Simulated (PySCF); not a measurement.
Geometry:
| atom | x (Å) | y (Å) | z (Å) |
| --- | --- | --- | --- |
| Si1 | -0.884 | -1.044 | 0.648 |
| Cl2 | -0.679 | -0.660 | 2.641 |
| Cl3 | -0.811 | -3.054 | 0.338 |
| Cl4 | -2.693 | -0.331 | 0.022 |
| O5 | 0.312 | -0.337 | -0.180 |
| Si6 | 1.058 | 1.047 | -0.750 |
| H7 | 2.444 | 0.676 | -1.142 |
| H8 | 0.305 | 1.558 | -1.930 |
| H9 | 1.079 | 2.076 | 0.327 |

PySCF 2.14 calculation with GIAO KT2/pcSseg-1 shieldings and PBE0-D3(BJ)/def2-SVP structure; in vacuum, relativity neglected, a single conformation, rapidly exchanging positions averaged.

Chemical shifts δ = σref − σ; ¹H (31.18 ppm), ²⁹Si (361.05 ppm) against TMS; HCl for ³⁵Cl (942.74 ppm); ¹⁷O (330.66 ppm) vs H2O, all at this level.

```
      atoms  nucleus  count  δ (ppm)
         O5      ¹⁷O      1        ?
        Si1     ²⁹Si      1    -20.9
Cl2/Cl3/Cl4     ³⁵Cl      3      175
   H7/H8/H9       ¹H      3     5.19
        Si6     ²⁹Si      1        ?
```

Estimate the values marked ?.

## Answers


- Si6: -31.8 ppm, silicon bonded to O, 3 H
- O5: 96.3 ppm, oxygen bonded to 2 Si

Experimental scales use liquid or dissolved standards, which lie at an offset from isolated H2O (liquid H2O: subtract about 36 ppm).
